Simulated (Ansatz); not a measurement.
Reactions of C₃H₁₀OSi, SMILES `CC[SiH2]CO`.

Gas-phase electronic energies from Ansatz, PBE0-D4/def2-TZVP geometries. CCSD(T)/CBS is the MP2 limit (def2-TZVPP, def2-QZVPP) plus CCSD(T) − MP2 in def2-TZVPP, frozen cores. This one scheme is used for every species. Functionals use def2-TZVPP. For Se outer-core shells are correlated without core-valence functions, which leaves a few kJ/mol of doubt a bond. Scalar relativity is left out up to krypton. One conformer a species, not always the lowest.

```csv
reaction,CCSD(T)/CBS(def2) (kJ/mol)
`CC[SiH2]CO` + PH₃ → `OC[SiH2]P` + `CC`,?
`CC[SiH2]CO` + H₂Se → `OC[SiH2][SeH]` + `CC`,-75
`CC[SiH2]CO` → `C[SiH2]C(C)O`,-22
`CC[SiH2]CO` + H₂ → `CC[SiH2]C` + H₂O,-141
`CC[SiH2]CO` + H₂Se → `CC[SiH2][SeH]` + CH₃OH,?
`CC[SiH2]CO` → `CC(C)O[SiH3]`,-105
`CC[SiH2]CO` + H₂S → `CC[SiH2]S` + CH₃OH,-80
`CC[SiH2]CO` + PH₃ → `CC[SiH2]P` + CH₃OH,?
`CC[SiH2]CO` → `COCC[SiH3]`,46
`CC[SiH2]CO` + `O[SiH3]` → `OC[SiH2]O[SiH3]` + `CC`,-126
```

(1) Fill in the missing values. (Estimate.)

Largest T1 diagnostic: 0.013, for PH₃.

## Answers

(1) Ansatz gave: `CC[SiH2]CO` + PH₃ → `OC[SiH2]P` + `CC`: -32.7 kJ/mol; `CC[SiH2]CO` + H₂Se → `CC[SiH2][SeH]` + CH₃OH: -88.2 kJ/mol; `CC[SiH2]CO` + PH₃ → `CC[SiH2]P` + CH₃OH: -41.5 kJ/mol.
